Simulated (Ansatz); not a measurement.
Ideal-gas functions of GeH5NSTe, SMILES `[NH2][GeH]([SH])[TeH]` at 800 K and 1 bar, from an Ansatz frequency run at PBE0-D4/def2-TZVP.

Molar mass 251.32 g/mol, point group C1 (symmetry number 1), electronic degeneracy 1, moments of inertia 158.702, 582.754, 689.352 u Å². Harmonic wavenumbers (cm⁻¹, unscaled): 36, 91, 141, 173, 187, 235, 277, 407, 526, 563, 657, 681, 724, 752, 918, 1570, 2145, 2155, 2693, 3552, 3653.

Use S(trans) = R[1.5 ln M + 2.5 ln T − 1.1517]; rotational temperatures θ = 24.2544 K / I; S(rot) = R[ln(√π/σ · √(T³/θAθBθC)) + 1.5]; for each mode x = 1.438777 ν̃/T, S = R[x/(eˣ − 1) − ln(1 − e⁻ˣ)] and H = RT x/(eˣ − 1); 1 cm⁻¹ = 0.0119627 kJ/mol; R = 8.31446 J/(mol·K).

Task: By hand: the entropy, in J/(mol·K).

Result: Translation 198.3. Rotation: θ = 0.1528, 0.0416, 0.0352 K, giving 135.5. Vibration, mode by mode: 31.08, 23.37, 19.74, 18.06, 17.41, 15.54, 14.19, 11.09, 9.08, 8.56, 7.39, 7.13, 6.68, 6.41, 5.03, 1.99, 0.87, 0.86, 0.39, 0.10, 0.09, in all 205.1. Electronic 0.0. Sum 538.9 J/(mol·K).

Task: By hand: H − E and G − E in kJ/mol, counted from the electronic energy.

Result: Zero-point energy ½ × 22136 × 0.0119627 = 132.4; thermal vibration 71.0; translation, rotation and pV give 4 RT = 26.6. H − E = 230.0 kJ/mol, and G − E = 230.0 − 800 × 538.9/1000 = -201.1 kJ/mol.

Vibration gives 38 % of the entropy, 74.2 J/(mol·K) of it from the modes under 150 cm⁻¹: soft modes count most, and the harmonic formula is weakest for them. The sum counts one conformer and one mirror image; others add a mixing term.
